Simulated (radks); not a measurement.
Problem. Species: neutral rhodium. Configuration: [Kr] 4d8 5s1. Method: scalar-relativistic Kohn-Sham, BLYP, spin-polarised, spherical densities, point nucleus; open shells are filled with parallel spins first (spin-orbit coupling, left out, can overturn this in heavy ions); computed with a radial shooting solver on a logarithmic mesh with Libxc functionals. Some entries of the table are withheld. Estimate them.

| orbital | occ. | eigenvalue (hartree) | <r> (bohr) |
|---|---|---|---|
| 1s up | 1 | -846.8083 | 0.03263 |
| 1s down | 1 | -846.8077 | 0.03263 |
| 2s up | 1 | -122.7660 | 0.1419 |
| 2s down | 1 | -122.7551 | 0.1419 |
| 2p up | 3 | -110.0329 | 0.1237 |
| 2p down | 3 | -110.0245 | 0.1237 |
| 3s up | 1 | -21.92296 | 0.3908 |
| 3s down | 1 | -21.91681 | 0.3908 |
| 3p up | 3 | -17.73892 | 0.3906 |
| 3p down | 3 | -17.73202 | 0.3906 |
| 3d up | 5 | -11.04641 | 0.3705 |
| 3d down | 5 | -11.03616 | 0.3704 |
| 4s up | 1 | -3.04621 | (1) |
| 4s down | 1 | -2.99845 | (2) |
| 4p up | 3 | -1.86759 | (3) |
| 4p down | 3 | -1.81746 | (4) |
| 4d up | 5 | -0.23364 | 1.589 |
| 4d down | 3 | -0.18332 | 1.615 |
| 5s up | 1 | (5) | 3.239 |
| 5s down | 0 | (6) | 3.398 |

Solution. 
(1) 4s up <r> (bohr): 0.9800
(2) 4s down <r> (bohr): 0.9786
(3) 4p up <r> (bohr): 1.082
(4) 4p down <r> (bohr): 1.080
(5) 5s up eigenvalue (hartree): -0.17048
(6) 5s down eigenvalue (hartree): -0.13950
